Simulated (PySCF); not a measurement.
## Radial density of Ba (barium, neutral)

UHF, [Xe] 6s1 6p1, high-spin 3P determinant (an excited configuration). All numbers are calculated (PySCF 2.14, scalar relativity by spin-free X2C-1e, in x2c-TZVPPall (11s7p6d2f1g, 85 functions)).

```tsv
r (bohr)	4πr²ρ (e/bohr)	4πr²(ρα − ρβ)
0.0288	65.38	0.0007
0.0485	73.40	0.0030
0.0815	95.63	0.0043
0.137	69.83	0.0002
0.231	81.90	0.0106
0.388	34.03	0.0053
0.652	32.99	0.0116
1.10	11.48	0.0504
1.85	5.634	0.0161
3.10	0.9496	0.2122
5.22	0.4385	0.4324
8.78	0.08929	0.0893
14.8	0.002476	0.0025
```

Densities and radii are taken from the X2C orbitals without a picture-change correction, which distorts them close to the nucleus.

Spin-orbit coupling, absent here, splits the open shell strongly.
